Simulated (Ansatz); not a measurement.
Molecule: sum formula SiHCl, net charge 0, triplet state. This is an excited triplet: at this geometry the singlet lies 1.19 eV lower at CCSD(T)/CBS(aug-cc-pV(T+d)Z,aug-cc-pV(Q+d)Z). 
Geometry from a B3LYP-D3(BJ)/def2-TZVP (Ansatz, a first-principles code) optimisation:
SMILES: [SiH]Cl
```xyz
3

Si     0.8439    -0.2114     0.6354
H      2.0691    -0.5813    -0.1310
Cl    -0.8167     0.2083    -0.5156
```
Charge 0, spin multiplicity 3.

Basis-set convergence of Hartree-Fock and CCSD(T) correlation energies (hartree) with Ansatz. Correlated levels leave the core frozen unless marked. UHF or UKS for open shells. Spin-orbit coupling is left out. Non-relativistic.

| basis | functions | E(HF) | E(corr, CCSD(T)) |
|---|---|---|---|
| aug-cc-pV(D+d)Z | 73 | -748.99265 | -0.25184 |
| aug-cc-pV(T+d)Z | 133 | -749.01702 | -0.31714 |
| aug-cc-pV(Q+d)Z | 224 | -749.02304 | -0.33929 |

Extrapolating the two largest sets (X = 3 and 4) as X^-3: E(corr) = (64·(-0.33929) - 27·(-0.31714))/37 = -0.3555 Eh, an estimate of the basis-set limit. The largest set recovers 95.5 % of it, the smallest 70.8 %.
